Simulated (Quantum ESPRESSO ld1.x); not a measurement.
The run below uses ld1.x (Quantum ESPRESSO 7.5).

```
 &input
    zed=14.2,
    iswitch=1,
    rel=1,
    dft='RXC-VWN',
    config='[Ne] 3s2 3p1',
    verbosity='high',
    prefix='ld1',
    max_out_wfc=37,
    file_charge='ld1.rho',
 /
```

Command: `OMP_NUM_THREADS=1 ld1.x < ld1.in > ld1.out`

Output:

```
     Program LD1 v.7.5 starts

     --------------------------- All-electron run ----------------------------

     scalar relativistic calculation

     atomic number is 14.20
     dft =RXC-VWN   lsd =0 sic =0 latt =0  beta=0.20 tr2=1.0E-14
     Exchange-correlation= RXC-VWN
                           (   3   2   0   0   0   0   0)
     mesh =1909 r(mesh) = 100.56035 a.u. xmin = -8.00 dx = 0.00800
     1 Ry =  13.60569312 eV, c = 137.03599908

     n l     nl                  e(Ry)          e(Ha)          e(eV)
     1 0     1S 1( 2.00)    -135.651670104     -67.825835052  -1845.6349951
     2 0     2S 1( 2.00)     -11.553371910      -5.776685955   -157.1916327
     2 1     2P 1( 6.00)      -8.313824351      -4.156912175   -113.1153428
     3 0     3S 1( 2.00)      -1.602135994      -0.801067997    -21.7981707
     3 1     3P 1( 1.00)      -1.028763591      -0.514381796    -13.9970417

     final scf error:  8.9E-15 reached in  21 iterations

     Etot =    -596.573995 Ry,    -298.286998 Ha,   -8116.802707 eV

     Ekin =     597.053415 Ry,     298.526707 Ha,    8123.325537 eV
     Encl =   -1414.905291 Ry,    -707.452646 Ha,  -19250.767191 eV
     Eh   =     260.468430 Ry,     130.234215 Ha,    3543.853528 eV
     Exc  =     -39.190549 Ry,     -19.595274 Ha,    -533.214580 eV

     normalization and overlap integrals

     s(1S/1S) =  1.000000  <r> =   0.1101  <r2> =    0.0163  r(max) =   0.0721
     s(1S/2S) = -0.000804
     s(1S/3S) = -0.000244
     s(2S/2S) =  1.000000  <r> =   0.5602  <r2> =    0.3751  r(max) =   0.4470
     s(2S/3S) = -0.000122
     s(2P/2P) =  1.000000  <r> =   0.5268  <r2> =    0.3501  r(max) =   0.3809
     s(2P/3P) = -0.000088
     s(3S/3S) =  1.000000  <r> =   1.9811  <r2> =    4.5265  r(max) =   1.6867
     s(3P/3P) =  1.000000  <r> =   2.3301  <r2> =    6.3501  r(max) =   1.9324

     ------------------------ End of All-electron run ------------------------
```

Run on one thread of a shared host, so times are rough (Intel(R) Xeon(R) Processor @ 2.60GHz): 0.41 s of CPU time, 1.5 s wall, 21 iterations on 1909 mesh points.
